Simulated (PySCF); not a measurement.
Vertical excitations of a molecule C5H5Cl from TDA-ωB97X/def2-SVPD (PySCF 2.14.0), as energy in eV (oscillator strength): 5.43 (0.000), 5.46 (0.643), 5.70 (0.000), 6.61 (0.000), 7.15 (0.001), 7.18 (0.001), 7.62 (0.029), 7.71 (0.001), 7.87 (0.001), 7.97 (0.205). Lowest triplet (TDA): 2.98 eV. Geometry optimised at PBE0-D3(BJ)/def2-SVP. One conformer was computed; it need not be the lowest.

Q: Pick the molecule that these values belong to.
(A) C=CC=C=CCl
(B) C=C=CC(=C)Cl
(C) C#C/C(C)=C/Cl
(D) C=C=C/C=C/Cl

A: D, C=C=C/C=C/Cl
